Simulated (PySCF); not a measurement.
## Structure and specific rotation at 589.3 nm (origin-invariant length gauge)

Method: PySCF 2.14.0, TDDFT BHandHLYP/aug-cc-pVDZ circular dichroism and optical rotation, one conformer, gas phase. Geometry: GFN2-xTB.

Each molecule in one low-energy conformer. The parent is [H]/N=C1\C[C@H]([SeH])[C@@H]1C.

The molecule is flexible and this is one conformer; a measurement averages over conformers. The calculation is non-relativistic, which matters for the atoms heavier than Zn.

(1) How does the specific rotation at 589.3 nm (origin-invariant length gauge) change along this series?
- [H]/N=C1\C[C@H]([SeH])[C@@H]1C (base)
- [H]/N=C1/C[C@H]([SeH])[C@H]1C (diastereomer)

Answers

(1) 
```csv
molecule,[α]589 (deg dm⁻¹ (g/mL)⁻¹),S1 (eV),"R(S1), velocity form (10⁻⁴⁰ esu² cm²)"
[H]/N=C1\C[C@H]([SeH])[C@@H]1C,+32.6,5.01,-4.9
[H]/N=C1/C[C@H]([SeH])[C@H]1C,+97.2,4.85,+6.2
```
The specific rotation at 589.3 nm (origin-invariant length gauge) is lowest for [H]/N=C1\C[C@H]([SeH])[C@@H]1C and highest for [H]/N=C1/C[C@H]([SeH])[C@H]1C.
